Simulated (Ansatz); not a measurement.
Molecular dynamics of F₂GeH₃N

input.yaml

```yaml
crystal:
  periodic: [false, false, false]
  atoms:
    - { symbol: "N", position_ang: [-0.58642, 0.985677, 0.032931] }
    - { symbol: Ge, position_ang: [0.497264, -0.439176, -0.085663] }
    - { symbol: F, position_ang: [1.291958, -0.580325, 1.439456] }
    - { symbol: F, position_ang: [-0.36047, -1.94254, -0.210178] }
    - { symbol: H, position_ang: [-1.227503, 1.002805, 0.820563] }
    - { symbol: H, position_ang: [-1.058689, 1.276392, -0.817263] }
    - { symbol: H, position_ang: [1.50516, -0.370833, -1.225446] }
basis:
  gaussian: { orbitals: def2-SVP }
hamiltonian:
  xc: pbe0
md:
  timestep: 0.5
  n_steps: 150
  ensemble: nvt_langevin
  temperature: 1000.0
  initial_velocities: maxwell_boltzmann
  seed: 78303
  friction: 0.005
```

Run as:

```bash
$ ansatz run input.yaml --threads 2 --pin off --max-ram 3072MiB --backend cpu --events-out ev --progress --plain --runs-dir out
```

It starts from a relaxed structure.

Output, in part (one step line in 6, the closing report, with atoms numbered from 0):

```
md step     0: t =     0.00 fs  T =   857.1 K  F+E_penalty+E_count = -63466.64886929 eV  E_kin = 0.775560 eV  (25 SCF iters)
md step     6: t =     3.00 fs  T =   637.2 K  F+E_penalty+E_count = -63466.38868872 eV  E_kin = 0.576524 eV  (29 SCF iters)
md step    12: t =     6.00 fs  T =   342.9 K  F+E_penalty+E_count = -63466.14564467 eV  E_kin = 0.310247 eV  (29 SCF iters)
md step    18: t =     9.00 fs  T =   445.3 K  F+E_penalty+E_count = -63466.19290403 eV  E_kin = 0.402925 eV  (29 SCF iters)
md step    24: t =    12.00 fs  T =   498.8 K  F+E_penalty+E_count = -63466.17330115 eV  E_kin = 0.451300 eV  (29 SCF iters)
md step    30: t =    15.00 fs  T =   491.9 K  F+E_penalty+E_count = -63466.13296223 eV  E_kin = 0.445069 eV  (29 SCF iters)
md step    36: t =    18.00 fs  T =   997.9 K  F+E_penalty+E_count = -63466.41869098 eV  E_kin = 0.902960 eV  (30 SCF iters)
md step    42: t =    21.00 fs  T =  1271.2 K  F+E_penalty+E_count = -63466.53865633 eV  E_kin = 1.150247 eV  (29 SCF iters)
md step    48: t =    24.00 fs  T =   843.7 K  F+E_penalty+E_count = -63466.02262928 eV  E_kin = 0.763367 eV  (29 SCF iters)
md step    54: t =    27.00 fs  T =   730.8 K  F+E_penalty+E_count = -63465.87927236 eV  E_kin = 0.661201 eV  (29 SCF iters)
md step    60: t =    30.00 fs  T =   483.9 K  F+E_penalty+E_count = -63465.66684722 eV  E_kin = 0.437872 eV  (30 SCF iters)
md step    66: t =    33.00 fs  T =   424.8 K  F+E_penalty+E_count = -63465.67552790 eV  E_kin = 0.384357 eV  (29 SCF iters)
md step    72: t =    36.00 fs  T =   838.2 K  F+E_penalty+E_count = -63465.98116521 eV  E_kin = 0.758430 eV  (30 SCF iters)
md step    78: t =    39.00 fs  T =   934.7 K  F+E_penalty+E_count = -63466.02515393 eV  E_kin = 0.845719 eV  (30 SCF iters)
md step    84: t =    42.00 fs  T =   904.6 K  F+E_penalty+E_count = -63465.95898985 eV  E_kin = 0.818489 eV  (29 SCF iters)
md step    90: t =    45.00 fs  T =   942.1 K  F+E_penalty+E_count = -63466.08649469 eV  E_kin = 0.852469 eV  (29 SCF iters)
md step    96: t =    48.00 fs  T =   733.5 K  F+E_penalty+E_count = -63466.02780208 eV  E_kin = 0.663676 eV  (29 SCF iters)
md step   102: t =    51.00 fs  T =   624.2 K  F+E_penalty+E_count = -63465.98968852 eV  E_kin = 0.564754 eV  (29 SCF iters)
md step   108: t =    54.00 fs  T =   500.9 K  F+E_penalty+E_count = -63465.93171889 eV  E_kin = 0.453219 eV  (30 SCF iters)
md step   114: t =    57.00 fs  T =   797.9 K  F+E_penalty+E_count = -63466.23616727 eV  E_kin = 0.721956 eV  (29 SCF iters)
md step   120: t =    60.00 fs  T =   827.5 K  F+E_penalty+E_count = -63466.30324915 eV  E_kin = 0.748781 eV  (29 SCF iters)
md step   126: t =    63.00 fs  T =   452.5 K  F+E_penalty+E_count = -63466.07333568 eV  E_kin = 0.409434 eV  (28 SCF iters)
md step   132: t =    66.00 fs  T =   813.9 K  F+E_penalty+E_count = -63466.42335172 eV  E_kin = 0.736413 eV  (29 SCF iters)
md step   138: t =    69.00 fs  T =   781.7 K  F+E_penalty+E_count = -63466.41896348 eV  E_kin = 0.707303 eV  (29 SCF iters)
md step   144: t =    72.00 fs  T =   444.3 K  F+E_penalty+E_count = -63466.08056383 eV  E_kin = 0.402040 eV  (30 SCF iters)
md step   150: t =    75.00 fs  T =   643.3 K  F+E_penalty+E_count = -63466.25556131 eV  E_kin = 0.582048 eV  (27 SCF iters)
Total energy: -63466.25558356 eV, -2332.3418737228 hartree
Atom 0 at    -0.696738     0.843808    -0.251074 Å, force     0.044159     0.576953    -0.347557 eV/Å
Atom 1 at     0.552001    -0.451400    -0.110842 Å, force    -1.672289    -0.049058     0.124889 eV/Å
Atom 2 at     1.058993    -0.476922     1.532018 Å, force     0.218533    -0.166220     0.152395 eV/Å
Atom 3 at    -0.241740    -2.009568    -0.294020 Å, force     0.685720     0.788012    -0.113731 eV/Å
Atom 4 at    -1.643557     0.874688    -0.588421 Å, force    -0.762157    -1.284836     0.389890 eV/Å
Atom 5 at    -0.380386     1.658389    -0.748750 Å, force     1.077484     0.543364    -0.021857 eV/Å
Atom 6 at     1.724495    -0.060413    -0.976706 Å, force     0.408550    -0.408216    -0.184028 eV/Å
Dipole moment:     0.011904     0.474971    -0.626613 e Å
```

All steps were run. The mean temperature of the second half is 27 % below the set value. A run of 0.075 ps of so small a system gives no equilibrium averages.

The same pairs are bonded in the first frame and the last. Pairs count as bonded within 1.25 times the sum of covalent radii (0.12 Å more for H–H).

Last frame:

```xyz
7
Properties=species:S:1:pos:R:3
N -0.697 0.844 -0.251
Ge 0.552 -0.451 -0.111
F 1.059 -0.477 1.532
F -0.242 -2.010 -0.294
H -1.644 0.875 -0.588
H -0.380 1.658 -0.749
H 1.724 -0.060 -0.977
```

The run took 8 min on 2 threads of Arm Neoverse N1, with other jobs on the host, peak memory 0.18 GiB.
